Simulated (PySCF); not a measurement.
SCF from a fresh guess for singlet SnCl4, at the PBE0 minimum. PySCF input:

```python
from pyscf import gto, scf, dft
mol = gto.M(atom='''
Sn     0.000000    -0.000000     0.000000
Cl    -1.337510    -1.337520     1.337510
Cl    -1.337520     1.337520    -1.337510
Cl     1.337510     1.337520     1.337510
Cl     1.337510    -1.337520    -1.337510''',
    basis={'Sn': 'def2-SVP', 'Cl': 'def2-SVP'},
    ecp={'Sn': 'def2-SVP'},
    charge=0, spin=0)
mf = dft.RKS(mol, xc='PBE0')
mf.grids.atom_grid = (50, 194)
aux = {'Sn': 'def2-universal-JKFIT', 'Cl': 'def2-universal-JKFIT'}
mf = mf.density_fit(auxbasis=aux)
mf.conv_tol = 1e-08
mf.diis_space = 10
mf.max_cycle = 60
mf.init_guess = 'minao'
mf.verbose = 4
mf.kernel()
```

Excerpt of the output (cycles and frontier levels):

```
init E= -2031.51710746828
  HOMO = -0.702898687070984  LUMO = -0.62783284219568  gap/eV = 2.04265
cycle= 1 E= -2052.22350070905  delta_E= -20.7  |g|= 2.82  |ddm|= 7.43
  HOMO = -0.0729333382498474  LUMO = 0.180058308111288  gap/eV = 6.88425
cycle= 2 E= -2051.32329311481  delta_E=  0.9  |g|=  3.6  |ddm|=  6.8
  HOMO = -0.328975439003725  LUMO = -0.0936458755071214  gap/eV = 6.40364
cycle= 3 E= -2054.0845874473  delta_E= -2.76  |g|= 0.17  |ddm|=  3.1
  HOMO = -0.357346765764398  LUMO = -0.136313665817596  gap/eV = 6.01462
cycle= 4 E= -2054.09340400132  delta_E= -0.00882  |g|= 0.0714  |ddm|= 0.388
  HOMO = -0.354056702186646  LUMO = -0.126611796681395  gap/eV = 6.18909
cycle= 5 E= -2054.09508353463  delta_E= -0.00168  |g|= 0.0113  |ddm|= 0.112
  HOMO = -0.353361912347535  LUMO = -0.125689315462246  gap/eV = 6.19529
cycle= 6 E= -2054.09511395061  delta_E= -3.04e-05  |g|= 0.000626  |ddm|= 0.0116
  HOMO = -0.353436578968568  LUMO = -0.125731872428695  gap/eV = 6.19616
cycle= 7 E= -2054.09511401905  delta_E= -6.84e-08  |g|= 0.000323  |ddm|= 0.00114
  HOMO = -0.353406366014177  LUMO = -0.125717407489134  gap/eV = 6.19573
cycle= 8 E= -2054.09511404606  delta_E= -2.7e-08  |g|= 5.17e-05  |ddm|= 0.000378
  HOMO = -0.353409107401875  LUMO = -0.125723471277603  gap/eV = 6.19564
cycle= 9 E= -2054.0951140469  delta_E= -8.39e-10  |g|= 8.37e-07  |ddm|= 7.57e-05
  HOMO = -0.353408926529622  LUMO = -0.125723118988141  gap/eV = 6.19565
Extra cycle  E= -2054.0951140469  delta_E= -1.82e-12  |g|= 8.02e-07  |ddm|= 2.24e-06
converged SCF energy = -2054.0951140469
```

No lower solution of this spin was found by a stability analysis within the restricted form, which does not test spin polarisation.

The search for the lowest solution, with the stability check, took 7.4 s on 2 threads of a shared Arm Neoverse V1 host, with 98 basis functions; the process peaked at 0.36 GiB. Launch command: `OMP_NUM_THREADS=2 python axn.py task.json out`.
